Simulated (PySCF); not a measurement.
**InCl under electron impact: the energy ladder**

PBE0 in PySCF with def2-TZVPPD on every atom (core potentials on In), for the lowest determinant that a PBE0 search found; no spin–orbit coupling.

```
species  state (unpaired electrons)  Re (Å)  ωe (cm⁻¹)  energy of the minimum from the neutral (eV)  De (eV)  dissociates to
   InCl      singlet (closed shell)   2.417        310                                         0.00     4.58         In + Cl
  InCl⁺               doublet (σ ↑)   2.298        337                                         9.43     0.77        In⁺ + Cl
  InCl⁻               doublet (π ↑)   2.588        215                                        -0.37     1.38        In + Cl⁻
```

Work out the lowest energy to break InCl into atoms, from its vibrational ground state.

D0 = De − ωe/2 = 4.58 − 0.02 = 4.56 eV (PBE0/def2-TZVPPD).

Work out the ionisation energy of the In atom at this level and the threshold of dissociative ionisation.

IE(In) = 9.43 + 0.77 − 4.58 = 5.62 eV, so In⁺ + Cl + e⁻ appears at D0 + IE(In) = 10.18 eV (PBE0/def2-TZVPPD). The measured IE(In) is 5.786 eV (NIST ASD).

Work out the electron affinity of the Cl atom and the threshold of dissociative attachment.

EA(Cl) = 4.58 − 1.38 − (-0.37) = 3.57 eV, so In + Cl⁻ needs D0 − EA(Cl) = 0.99 eV (PBE0/def2-TZVPPD). The measured EA(Cl) is 3.613 eV.

At which energy does ion-pair formation open?

In⁺ + Cl⁻ lies at D0 + IE(In) − EA(Cl) = 6.61 eV (PBE0/def2-TZVPPD).

These are thermodynamic thresholds; the onsets seen under electron impact lie higher where the geometry changes, and cross-sections peak well above them.

Spin–orbit coupling is left out, which matters for elements this heavy, above all for dissociation energies. For an ion De counts to the pair picked by the measured ionisation energies or electron affinities, which need not be the lowest pair at this level. The highest Kohn–Sham level is positive in this anion. Much of that is self-interaction error, but it also means that the finite basis helps to hold the extra electron. States were picked by a PBE0 search and need not be the measured ground states.
